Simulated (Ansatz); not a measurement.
Ansatz (an electronic-structure program) input (PBE/6-31G* with LANL2DZ past Ar): The .json file joins the Basis Set Exchange's 6-31G* for atoms up to Ar and LANL2DZ past it.

Ansatz 0.2 input:
```yaml
crystal:
  periodic: [false, false, false]
  atoms:
    - {symbol: Cu, position_ang: [-0.00000000, -0.00000000, -0.05029224]}
    - {symbol: H, position_ang: [0.00000000, 0.00000000, 1.45847494]}
basis:
  gaussian:
    orbitals: 6-31Gs+LANL2DZ.json
hamiltonian:
  xc: {name: PBE}
total_charge: 1
magnetization: {spin_polarized: true, initial_magnetization: 1}
relax: {f_tol: 0.003, max_steps: 120}
```

From the last part of the output:

```
reference -5342.79191894 eV, -196.3439815468 hartree; 10, 9 occupied and 14, 15 virtual orbitals, 293 factors
relax step   3: F+E_penalty+E_count = -5342.79183360 eV  Δ(F+E_penalty+E_count) = -4.512e-3 eV  max|allowed force component| = 2.096e-2 eV/Å  Δτ_max = 0.0153 Å  (24 SCF iters, accepted)
these checks for a lower state are left out or cut short: starts, cluster_reference, orbital_swaps, neighbouring_geometries, increment
integrals: 0.01 GiB planned
293 factors; integrals over basis functions are off by at most 4.0e-4 eV
mean field: 0.07 GiB planned
mean field -5342.79185815 eV, -196.3439793127 hartree, gradient 5.6e-5 eV, S^2 0.753443; 0 other end points of the search recorded, 0 dependent functions left out
the calculation of the forces begins
reference -5342.79194340 eV, -196.3439824456 hartree; 10, 9 occupied and 14, 15 virtual orbitals, 293 factors
relax step   4: F+E_penalty+E_count = -5342.79185815 eV  Δ(F+E_penalty+E_count) = -2.455e-5 eV  max|allowed force component| = 7.437e-3 eV/Å  Δτ_max = 0.0018 Å  (19 SCF iters, accepted)
these checks for a lower state are left out or cut short: starts, cluster_reference, orbital_swaps, neighbouring_geometries, increment
integrals: 0.01 GiB planned
293 factors; integrals over basis functions are off by at most 4.0e-4 eV
mean field: 0.07 GiB planned
mean field -5342.79186173 eV, -196.3439794443 hartree, gradient 1.2e-5 eV, S^2 0.753429; 0 other end points of the search recorded, 0 dependent functions left out
the calculation of the forces begins
reference -5342.79194701 eV, -196.3439825781 hartree; 10, 9 occupied and 14, 15 virtual orbitals, 293 factors
relax step   5: F+E_penalty+E_count = -5342.79186173 eV  Δ(F+E_penalty+E_count) = -3.581e-6 eV  max|allowed force component| = 1.312e-5 eV/Å  Δτ_max = 0.0005 Å  (18 SCF iters, accepted)
integrals: 0.01 GiB planned
293 factors; integrals over basis functions are off by at most 4.0e-4 eV
mean field: 0.07 GiB planned
mean field evaluation 64: about -5332.9464 eV, gradient 4.9e1 eV
mean field evaluation 96: about -5342.7919 eV, gradient 1.2e-5 eV
mean field -5342.79186173 eV, -196.3439794443 hartree, gradient 1.2e-5 eV, S^2 0.753429; 2 other end points of the search recorded, 0 dependent functions left out
the calculation of the forces begins
reference -5342.79194701 eV, -196.3439825781 hartree; 10, 9 occupied and 14, 15 virtual orbitals, 293 factors
Total energy: -5342.79194701 eV, -196.3439825781 hartree
Atom 0 at    -0.000000     0.000000    -0.078165 Å, force     0.000000    -0.000000    -0.000013 eV/Å
Atom 1 at     0.000000    -0.000000     1.486348 Å, force    -0.000000     0.000000     0.000013 eV/Å
Dipole moment:     0.000000    -0.000000    -0.156272 e Å
```

The dipole moment of an ion depends on the origin.
